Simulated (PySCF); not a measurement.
H4S3Sn. Atoms are numbered in the order given.

```xyz
8

Sn     0.0000     0.0000     0.4471
S     -2.1974     0.6221    -0.4281
S      0.5600    -2.2140    -0.4281
S      1.6374     1.5919    -0.4281
H      0.0000     0.0000     2.1735
H     -2.1324    -0.4013    -1.3272
H      1.4137    -1.6461    -1.3272
H      0.7187     2.0474    -1.3272
```
Charge 0, spin multiplicity 1.

Geometry optimised at PBE-D3(BJ)/def2-SVP. The structure was generated by enumeration; whether it is a known compound was not checked. The def2 effective core potentials stand for the cores of Sn; spin–orbit coupling is left out. The values are those of a single conformer.

Level of theory: PBE-D3(BJ)/def2-SVP (PySCF 2.14.0).

Frequencies are harmonic and unscaled.

Modes within 1.5 cm⁻¹ of each other (mostly degenerate sets) share a row, with their intensities summed.

Computed harmonic wavenumbers and intensities:
```csv
mode,ν (cm⁻¹),IR (km/mol),moving atoms (share of kinetic energy)
1–2,69,7.2,"S 59 %, H 33 %, Sn 8 %"
3,105,10.6,"S 62 %, Sn 33 %"
4–5,130,21.3,"H 67 %, S 29 %"
6,225,13.5,H 99 %
7,323,5.0,"S 88 %, Sn 10 %"
8–9,343,81.2,"S 71 %, Sn 26 %"
10–11,517,91.9,H 98 %
12,667,3.7,H 95 %
13–14,682,62.8,H 95 %
15,1853,125.3,H 99 %
16–18,2613,4.2,H 97 %
```
